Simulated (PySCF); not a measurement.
**How methods differ on the interval between two levels of O⁺**

O⁺ [He] 2s2 2p3 [4S3/2, M_J = 3/2] → O⁺ [He] 2s1 2p3 3d1 [6D9/2, M_J = 9/2], as a difference of total energies. Computed with PySCF 2.14 in x2c-TZVPall-2c with one added diffuse shell each of s, p, d type (6s4p3d1f, 40 functions), with the two-component X2C-1e Hamiltonian. Correlated levels: 1s2 frozen. "Screened" scales the spin-orbit matrix elements by Boettger's factors to mimic the two-electron term; Breit and QED terms are absent.

```
                    method  interval between two levels (cm⁻¹)
           GHF (spin-free)                              293850
          GMP2 (spin-free)                              308380
 GHF (screened spin-orbit)                              293850
GMP2 (screened spin-orbit)                              308380
```

The labels give the starting determinants; with spin-orbit coupling the two ends relaxed to ⟨J²⟩ = 3.76, ⟨L²⟩ = 0.00, ⟨S²⟩ = 3.76 and ⟨J²⟩ = 24.75, ⟨L²⟩ = 6.00, ⟨S²⟩ = 8.75.

The promoted electron is Rydberg-like, and one or two diffuse shells describe it only roughly, which tends to raise the upper state.
